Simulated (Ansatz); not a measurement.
Relaxation of the cluster H₂Au₂ with RKS r2SCAN-D4/def2-TZVP.

```sh
$ ansatz run in.yaml --threads 4 --pin off --events-out ev --progress --plain --max-ram 3916MiB
```

```yaml
crystal:
  periodic: [false, false, false]
  atoms:
    - {symbol: Au, position_ang: [0.558010, 0.040620, -0.284830]}
    - {symbol: Au, position_ang: [-1.629730, -0.118370, 0.831850]}
    - {symbol: H, position_ang: [0.372880, -1.393910, -0.796340]}
    - {symbol: H, position_ang: [0.698840, 1.471670, 0.249320]}
basis:
  gaussian: {orbitals: def2-TZVP}
hamiltonian: {xc: r2scan, dispersion: d4}
scf: {omitted_lower_state_checks: [starts]}
output: {orbitals: {seedname: orbitals}}
relax: {f_tol: 0.02, max_steps: 100}
```

Hardware: 4 threads of Arm Neoverse V1 on a shared host. Wall time 26 s.

Positions (Å) and forces (eV/Å) at steps 1, 2, 3, 4, 6, 7, 8, 9, 10, 11, 12, 13, 14, 15, 16 of 16:

```xyz
4
step=1 energy=-7421.5210 eV
Au    0.558    0.041   -0.285    0.645    0.042   -0.331
Au   -1.630   -0.118    0.832   -0.409   -0.030    0.209
H     0.373   -1.394   -0.796   -0.355   -2.087   -0.698
H     0.699    1.472    0.249    0.119    2.074    0.820
4
step=2 energy=-7421.7409 eV
Au    0.596    0.043   -0.304   -0.404   -0.030    0.206
Au   -1.649   -0.120    0.842    0.323    0.023   -0.165
H     0.352   -1.498   -0.829    0.052    0.100    0.015
H     0.701    1.575    0.292    0.030   -0.093   -0.056
4
step=3 energy=-7421.7473 eV
Au    0.576    0.042   -0.294    0.114    0.008   -0.058
Au   -1.639   -0.119    0.836   -0.038   -0.003    0.019
H     0.357   -1.494   -0.830   -0.034    0.030    0.031
H     0.706    1.571    0.288   -0.041   -0.035    0.007
4
step=4 energy=-7421.7480 eV
Au    0.584    0.043   -0.298   -0.002    0.000    0.001
Au   -1.633   -0.119    0.833   -0.011   -0.001    0.005
H     0.350   -1.492   -0.826    0.006    0.000   -0.003
H     0.699    1.569    0.291    0.007    0.001   -0.003
4
step=6 energy=-7421.7758 eV
Au    0.587    0.090   -0.280   -0.010    0.099    0.048
Au   -1.646   -0.265    0.778   -0.002   -0.134   -0.056
H     0.252   -1.447   -0.753   -0.090    0.018    0.057
H     0.808    1.623    0.255    0.103    0.017   -0.048
4
step=7 energy=-7421.8998 eV
Au    0.589    0.149   -0.255   -0.055    0.310    0.162
Au   -1.650   -0.450    0.702    0.074   -0.325   -0.179
H     0.122   -1.383   -0.656   -0.251    0.046    0.155
H     0.940    1.684    0.209    0.231   -0.031   -0.139
4
step=8 energy=-7422.1561 eV
Au    0.584    0.210   -0.227    0.058    0.748    0.288
Au   -1.636   -0.630    0.617    0.137   -0.562   -0.314
H    -0.013   -1.311   -0.552   -0.540   -0.067    0.264
H     1.064    1.731    0.162    0.344   -0.120   -0.238
4
step=9 energy=-7422.5268 eV
Au    0.578    0.282   -0.193    0.140    1.155    0.417
Au   -1.614   -0.804    0.531    0.121   -0.606   -0.324
H    -0.146   -1.249   -0.453   -0.609   -0.244    0.226
H     1.183    1.771    0.115    0.348   -0.306   -0.319
4
step=10 energy=-7422.7737 eV
Au    0.536    0.362   -0.136   -0.044    0.938    0.424
Au   -1.639   -0.931    0.490    0.348   -0.386   -0.353
H    -0.193   -1.223   -0.417   -0.480   -0.097    0.219
H     1.296    1.792    0.063    0.176   -0.455   -0.290
4
step=11 energy=-7423.0097 eV
Au    0.448    0.503   -0.028    0.082    0.577    0.201
Au   -1.635   -1.091    0.420   -0.293   -0.116    0.109
H    -0.254   -1.191   -0.370    0.343    0.040   -0.169
H     1.441    1.779   -0.021   -0.133   -0.501   -0.142
4
step=12 energy=-7423.0150 eV
Au    0.358    0.638    0.079    0.196   -0.210   -0.196
Au   -1.634   -1.122    0.406    0.222   -0.134   -0.177
H    -0.238   -1.236   -0.398   -0.205    0.512    0.330
H     1.514    1.720   -0.086   -0.212   -0.169    0.043
4
step=13 energy=-7423.0844 eV
Au    0.383    0.577    0.039   -0.211   -0.086    0.077
Au   -1.651   -1.160    0.399    0.010   -0.010   -0.010
H    -0.223   -1.114   -0.355    0.107    0.128   -0.003
H     1.491    1.698   -0.083    0.094   -0.032   -0.064
4
step=14 energy=-7423.0978 eV
Au    0.349    0.585    0.060    0.022    0.180    0.065
Au   -1.655   -1.197    0.386   -0.025    0.019    0.022
H    -0.206   -1.052   -0.337    0.087   -0.048   -0.067
H     1.512    1.664   -0.109   -0.084   -0.152   -0.019
4
step=15 energy=-7423.1022 eV
Au    0.321    0.604    0.084    0.052    0.033   -0.014
Au   -1.645   -1.194    0.382   -0.060   -0.058    0.008
H    -0.188   -1.041   -0.342    0.001    0.018    0.007
H     1.512    1.630   -0.123    0.007    0.007   -0.001
4
step=16 energy=-7423.1029 eV
Au    0.323    0.609    0.085    0.009    0.003   -0.004
Au   -1.650   -1.206    0.379    0.005    0.002   -0.002
H    -0.191   -1.034   -0.337   -0.003    0.002    0.003
H     1.518    1.630   -0.126   -0.011   -0.008    0.003
```

In the def2 sets Au takes a core potential; there is no spin–orbit coupling. The structure comes from a short search, and lower isomers may exist.
